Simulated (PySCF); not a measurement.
Working with the constants of LiHg

MN15 constants of LiHg, ²Σ⁺ (doublet), unpaired electrons σ ↑ (basis Li def2-SVPD, Hg def2-SVPD with ECP60; scalar-relativistic core potentials; PySCF 2.14; masses 7.0160 and 201.9706 u):

| Quantity | Value |
| --- | --- |
| ωe | 231.1 cm⁻¹ |
| ωexe | 2.12 cm⁻¹ |
| Be | 0.30831 cm⁻¹ |
| αe | 0.00446 cm⁻¹ |
| D (centrifugal) | 2.19e-06 cm⁻¹ |
| De to Li + Hg | 0.463 eV |

(1) Give the vibrational terms G(v) and spacings up to v = 3.

(2) How well does the Morse estimate ωe²/(4ωexe) reproduce De, and what is D0?

Spin–orbit coupling is left out. The state is the lowest determinant that a PBE0 search found; another state may lie lower at other levels.

Results:

(1) G(v) = ωe(v+½) − ωexe(v+½)².

```csv
v,G(v) (cm⁻¹),G(v) − G(v−1),Bv (cm⁻¹)
0,115,,0.3061
1,342,227,0.3016
2,564,223,0.2972
3,783,218,0.2927
```

(2) It gives 0.781 eV, 169 % of the computed De. D0 = De − G(0) = 0.463 − 0.014 = 0.449 eV.
